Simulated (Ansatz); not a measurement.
Job for Ansatz (a program for electronic structure): R-CCSD(T)/aug-cc-pVTZ on H2Se2 (SMILES [SeH][SeH]), atoms moved off the minimum. The run froze 28 orbitals, filled d shells among them.

Ansatz 0.2 input:
```yaml
crystal:
  periodic: [false, false, false]
  atoms:
    - {symbol: Se, position_ang: [0.31178410, -0.95067310, 0.58373560]}
    - {symbol: H, position_ang: [-0.22894411, -1.90926680, -0.25197322]}
    - {symbol: Se, position_ang: [-0.23739350, 0.97024560, -0.63748248]}
    - {symbol: H, position_ang: [-1.60546457, 1.17035229, -0.14494514]}
basis:
  gaussian:
    orbitals: aug-cc-pVTZ
magnetization: {spin_polarized: false}
correlation: {method: ccsd_t, electrons: outside_noble_gas}
scf: {lower_state_search: off}
output: {forces: true}
```

Program output:

```
WARN ansatz: RAYON_NUM_THREADS=1 ignored (pool sized by the plan → 1); use --threads N
Functional definition: HF
these checks for a lower state are left out or cut short: starts, cluster_reference, orbital_swaps, neighbouring_geometries, increment
integrals: 0.46 GiB planned
986 factors; integrals over basis functions are off by at most 7.8e-4 eV
mean field: 0.58 GiB planned
mean field evaluation 1: about -130639.6945 eV, gradient 1.1e1 eV
mean field evaluation 2: about -130639.8168 eV, gradient 1.1e1 eV
mean field evaluation 4: about -130640.4446 eV, gradient 1.3e0 eV
mean field evaluation 8: about -130640.4566 eV, gradient 4.1e-3 eV
mean field -130640.45659368 eV, -4800.9482285358 hartree, gradient 3.2e-6 eV, S^2 0.000000; 0 other end points of the search recorded, 0 dependent functions left out
28 core orbitals not correlated
reference -130640.45659368 eV, -4800.9482285358 hartree; 7, 7 occupied and 129, 129 virtual orbitals, 986 factors
too little memory for Intel AMX tiles; the run may be slower
densities: 1.44 GiB planned
second order -8.68764616 eV of doubles, -0.00000000 eV of singles
coupled cluster: 0.85 GiB planned
cycle   1  -9.31314976 eV  change   -6.3e-1 eV  update   6.9e-2
cycle   2  -9.57190192 eV  change   -2.6e-1 eV  update   2.2e-2
cycle   3  -9.60248210 eV  change   -3.1e-2 eV  update   8.2e-3
cycle   4  -9.59952990 eV  change    3.0e-3 eV  update   2.5e-3
cycle   5  -9.59896243 eV  change    5.7e-4 eV  update   9.3e-4
cycle   6  -9.59886193 eV  change    1.0e-4 eV  update   3.7e-4
cycle   7  -9.59888213 eV  change   -2.0e-5 eV  update   1.3e-4
cycle   8  -9.59891404 eV  change   -3.2e-5 eV  update   5.7e-5
cycle   9  -9.59890894 eV  change    5.1e-6 eV  update   2.6e-5
cycle  10  -9.59890341 eV  change    5.5e-6 eV  update   1.1e-5
cycle  11  -9.59890762 eV  change   -4.2e-6 eV  update   4.5e-6
perturbative correction -0.43286299 eV, -0.0159074213 hartree
the calculation of the forces begins
Total energy: -130650.48836428 eV, -4801.3168893056 hartree
Atom 0 at     0.311784    -0.950673     0.583736 Å, force     0.989431     1.575438     1.803732 eV/Å
Atom 1 at    -0.228944    -1.909267    -0.251973 Å, force    -1.000083    -1.582834    -1.635768 eV/Å
Atom 2 at    -0.237394     0.970246    -0.637482 Å, force     0.135801     0.082150    -0.325569 eV/Å
Atom 3 at    -1.605465     1.170352    -0.144945 Å, force    -0.125149    -0.074753     0.157605 eV/Å
Dipole moment:    -0.158772    -0.071371    -0.036783 e Å
Checks for a lower state left out: starts, cluster_reference, orbital_swaps, neighbouring_geometries, increment
```

The calculation finished and met its thresholds.

Cost: around 60 core-seconds (rough).
